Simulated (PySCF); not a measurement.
# Orbital energies, ionisation energy and electron affinity

Species: C₆H₁₀AlNO.
Z-matrix (Å and degrees, PBE0-D3(BJ)/def2-SVP geometry), rows numbered from 1:
```
C 
O   1  1.3789
Al  2  1.7353  1  136.71
N   3  2.0350  2   97.95  1  -168.21
C   4  1.3373  3  120.11  2   -90.16
C   5  1.3892  4  121.84  3   176.53
C   6  1.3929  5  118.61  4     0.13
C   7  1.3932  6  119.19  5     0.05
C   4  1.3375  3  119.90  2    86.66
H   1  1.1097  2  112.75  3   -70.60
H   1  1.1069  2  110.79  3   170.17
H   1  1.1101  2  113.04  3    50.65
H   3  1.6087  2  115.54  1   -62.31
H   3  1.6077  2  116.15  1    86.70
H   5  1.0935  4  115.81  3    -3.69
H   6  1.0910  5  119.91  4  -179.92
H   7  1.0926  6  120.40  5   179.97
H   8  1.0910  7  121.47  6   179.86
H   9  1.0935  4  115.86  3     3.69
```

Level: CAM-B3LYP/def2-SVPD (PySCF). Frontier orbitals with their largest atomic shares (Löwdin; up to four atoms above 4 %):

```tsv
orbital	ε (eV)	main atoms
HOMO−3	-9.94	C9 20 %, C5 20 %, C6 20 %, C8 20 %
HOMO−2	-9.11	O2 25 %, Al3 23 %, H14 17 %, H13 14 %
HOMO−1	-8.51	O2 55 %, C1 14 %, Al3 8 %, H11 8 %
HOMO	-7.92	?
LUMO	-1.05	C7 24 %, N4 21 %, C9 12 %, C5 12 %
LUMO+1	-0.39	C8 19 %, C6 19 %, C5 18 %, C9 18 %
LUMO+2	0.87	C7 17 %, C8 13 %, C6 13 %, H17 11 %
```

What vertical ionisation energy does ΔSCF give, and how far is −ε(HOMO) from it?

ΔSCF: 8.67 eV (837 kJ/mol; threshold wavelength 143 nm); ⟨S²⟩ of the doublet left behind is 0.764, against 0.75 for a pure doublet. −ε(HOMO) is 7.92 eV, 0.75 eV below it. For the exact functional −ε(HOMO) would equal the first vertical ionisation energy; CAM-B3LYP (range-separated hybrid) falls short of its own ΔSCF value by 9 %.

On which atoms does the HOMO lie?

O2 (oxygen bonded to Al and C) 41 %, Al3 (aluminium bonded to N, O and 2 H) 16 %, H14 (Al–H hydrogen) 13 %, H13 (Al–H hydrogen) 12 %. The HOMO−1 lies 0.59 eV lower.

And the vertical electron affinity, the fundamental gap, Mulliken's electronegativity and the hardness (with the factor ½)?

EA = 0.40 eV by ΔSCF (−ε(LUMO) = 1.05 eV). IE − EA = 8.27 eV against an orbital gap of 6.87 eV; (IE + EA)/2 = 4.54 eV; (IE − EA)/2 = 4.13 eV.

How many of the 10 lowest singlet excitations (vertical TDDFT, same level) lie below the ionisation energy?

All 10; they run from 4.54 to 6.48 eV.

The lowest singlet excitation (vertical TDDFT, same level) lies at 4.54 eV. How far is it below IE − EA?

IE − EA = 8.27 eV, so by 3.73 eV.

What total energies stand behind the ΔSCF value?

E(N) = -606.60995 Eh and E(N − 1) = -606.29128 Eh at the same geometry, 0.31867 Eh apart. With one more electron, E(N + 1) = -606.62452 Eh.

Isolated species at its PBE0-D3(BJ)/def2-SVP geometry (one conformer only).
